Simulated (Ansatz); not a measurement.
Geometry optimisation, UKS PBE-D4/def2-SVP (Ansatz 0.2.0).

input.yaml

```yaml
crystal:
  periodic: [false, false, false]
  atoms:
    - { symbol: Ga, position_ang: [-0.7787, -0.9596, 0.274] }
    - { symbol: O, position_ang: [-0.8976, 1.135, -0.3638] }
    - { symbol: H, position_ang: [-1.2238, -1.8739, -0.8888] }
    - { symbol: H, position_ang: [-1.1837, -1.0919, 1.7568] }
    - { symbol: H, position_ang: [0.3502, 0.8597, -0.2789] }
    - { symbol: "N", position_ang: [1.272, -0.0596, 0.0437] }
    - { symbol: H, position_ang: [-1.2519, 1.9696, -0.6597] }
    - { symbol: H, position_ang: [1.8087, 0.2593, 0.8418] }
    - { symbol: H, position_ang: [1.9046, -0.2386, -0.7251] }
magnetization:
  spin_polarized: true
basis:
  gaussian: { orbitals: def2-SVP }
hamiltonian:
  xc: pbe
  dispersion: d4
relax:
  f_tol: 0.15
  max_steps: 25
  restrain:
    - { distance: [0, 5], at: 3.23, k: 30.0 }
    - { distance: [4, 1], at: 2.27, k: 30.0 }
    - { distance: [0, 1], at: 1.88, k: 30.0 }
    - { distance: [4, 5], at: 1.02, k: 30.0 }
```

Command:

```bash
$ ansatz run input.yaml --threads 2 --pin off --max-ram 3072MiB --backend cpu --events-out ev --progress --plain --runs-dir out
```

**Question.** Where does it end, and by what steps?

**Answer.** The forces met the threshold. The restraints hold the end off the free minimum. After 10 steps the energy has fallen by 0.496 eV (the restraints' own energy left out); H7 moved furthest, 0.79 Å. Parted: Ga1–N6. Joined: H5–N6.

| step | energy less start (eV) | largest force component (eV/Å) | accepted |
| --- | --- | --- | --- |
| 0 | 0.0000 | 2.934 | yes |
| 1 | 0.2873 | 5.018 | yes |
| 2 | 0.3340 | 3.181 | yes |
| 3 | 0.3175 | 1.955 | yes |
| 4 | 0.1636 | 1.824 | yes |
| 5 | 0.1156 | 1.530 | no |
| 6 | 0.0536 | 1.230 | yes |
| 7 | -0.0869 | 1.248 | yes |
| 8 | -0.2775 | 1.119 | yes |
| 9 | -0.4314 | 0.812 | yes |
| 10 | -0.4962 | 0.692 | yes |

```xyz
9
Properties=species:S:1:pos:R:3
Ga -1.423 -0.779 0.250
O -1.267 1.051 -0.055
H -1.698 -1.722 -0.984
H -1.373 -1.111 1.781
H 0.994 0.836 -0.046
N 1.670 0.065 0.017
H -1.445 1.281 -0.988
H 2.263 0.256 0.836
H 2.278 0.123 -0.811
```

Time of the run: 20 s on 2 threads of Intel(R) Xeon(R) Platinum 8488C (Sapphire Rapids), on a shared host, peak memory 0.17 GiB.
